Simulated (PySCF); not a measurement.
Te(F)(SiH3) (FH3SiTe), SMILES F[Te][SiH3].

Coordinates come from a B3LYP-D3(BJ)/def2-SVP optimisation. The def2 effective core potentials stand for the cores of Te; spin–orbit coupling is left out.

Method: PBE0/def2-TZVPD run with PySCF.

The total energy is -659.01234 hartree. The point group is Cs. The highest occupied level is -6.68 eV, the lowest empty level comes out as -2.80 eV and the orbital gap comes out as 3.88 eV. The dipole moment is 0.519 e·Å and the quadrupole, principal values (traceless, Buckingham form, about the centre of nuclear charge) is -3.01, -2.36, 5.37 D·Å. The mean static polarisability is 72.5 bohr³ (10.74 Å³). The polarisability, principal values is 62.7, 63.7, 91.1 bohr³.
